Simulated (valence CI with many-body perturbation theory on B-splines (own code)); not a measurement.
Cu24+ in three bases

Computed by configuration interaction combined with many-body perturbation theory (CI+MBPT): three valence electrons over a frozen Dirac-Fock core [He], a basis of 9 s, 9 p, 8 d, 6 f, 3 g, 1 h functions for each j, with the one-electron correlation potential Σ1, the two-electron term Σ2, the three-electron term Σ3, Breit, model QED; selected CI, second order for the rest, scaled by the run's own slope (own B-spline code, finite nucleus).

No measured levels were compared; by estimate levels of excited configurations hold to 0.05 to 0.15 % of their energy, terms of the ground configuration to about 0.5 %.

The reference run has the lowest level 2s2.2p 2P°_1/2 and an ionisation energy of 2307.82 eV. Its largest variational space holds 10782 state functions.

Names give the largest LS component (configuration and term), which can be under half, so a name can repeat, a term be missing and a line seem to break the LS rules; names also repeat where a configuration has a term twice.

Changed runs:
A. basis 6 s, 6 p, 5 d, 3 f, 1 g
B. basis 5 s, 5 p, 4 d, 2 f

Excitation energies of the reference run in cm⁻¹, and shifts in cm⁻¹:

```tsv
Level	Reference	A	B
2s2.2p 2P°_3/2	191283	-2.0	-9.1
2s.2p2 4P_1/2	485010	-128	-372
2s.2p2 4P_3/2	584083	-151	-441
2s.2p2 4P_5/2	661980	-115	-353
2s.2p2 2D_3/2	902270	+124	+386
2s.2p2 2D_5/2	955107	+94	+287
2s.2p2 2P_1/2	1011300	+153	+507
2s.2p2 2S_1/2	1214870	+180	+582
2s.2p2 2P_3/2	1228020	+146	+485
2p3 4S°_3/2	1513370	-71	-208
2p3 2D°_3/2	1683760	+86	+264
2p3 2D°_5/2	1735570	+124	+351
Ionisation energy (eV)	2307.82	-0.016	-0.06
```
